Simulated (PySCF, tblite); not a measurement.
Isomers of C5H12Si, one GFN2-xTB conformer each. Single-point energies are computed at PBE0/pcSseg-1 (PySCF, gas phase, no added dispersion term), electronic only.

Task: Rank them by PBE0/pcSseg-1 energy, lowest first (kJ/mol).
A. `[CH2:1]=[CH:2][SiH2:3][CH2:4][CH2:5][CH3:6]` with C1–C2–Si3–C4 127°, C2–Si3–C4–C5 179°, Si3–C4–C5–C6 179°
B. `[CH3:1][CH2:2][C@@H:3]1[CH2:4][CH2:5][SiH2:6]1` with C1–C2–C3–C4 -67°, C2–C3–C4–C5 -136°, C3–C4–C5–Si6 13°, C4–C5–Si6–C3 -10°, C2–C3–Si6–C5 131°
C. `C=C[Si](C)(C)C`

Result: C (0.0), B (85.0), A (86.7).

Neighbours under 10 kJ/mol apart (CC[C@@H]1CC[SiH2]1 and C=C[SiH2]CCC) can change places with a better method, another conformer or zero-point energy. GFN2-xTB itself gives, in the same order: 100.4, 0.0, 61.3. GFN2-xTB puts CC[C@@H]1CC[SiH2]1 lowest instead; measured from each level's own lowest isomer, the values differ by up to 100.4 kJ/mol (C=C[Si](C)(C)C: 100.4 against 0.0).

Task: Which frontier levels, dipoles and rotational constants go with these structures?

Result: 
| SMILES | HOMO (eV, PBE0/pcSseg-1) | LUMO (eV) | dipole (D) | A, B, C (MHz) |
| --- | --- | --- | --- | --- |
| C=C[Si](C)(C)C | -7.64 | -0.06 | 0.12 | 3007, 1924, 1896 |
| CC[C@@H]1CC[SiH2]1 | -7.50 | 0.41 | 0.18 | 5372, 1803, 1466 |
| C=C[SiH2]CCC | -7.73 | -0.17 | 0.53 | 9445, 1002, 957.3 |

Task: What happens when harmonic zero-point energies from GFN2-xTB frequencies are added?

Result: 
```tsv
SMILES	ZPE (kJ/mol)	electronic (kJ/mol)	with ZPE (kJ/mol)
C=C[Si](C)(C)C	399.1	0.0	0.0
CC[C@@H]1CC[SiH2]1	403.7	85.0	89.5
C=C[SiH2]CCC	395.0	86.7	82.6
```

The zero-point energies span 8.7 kJ/mol. The lowest isomer stays, but the order above it changes.
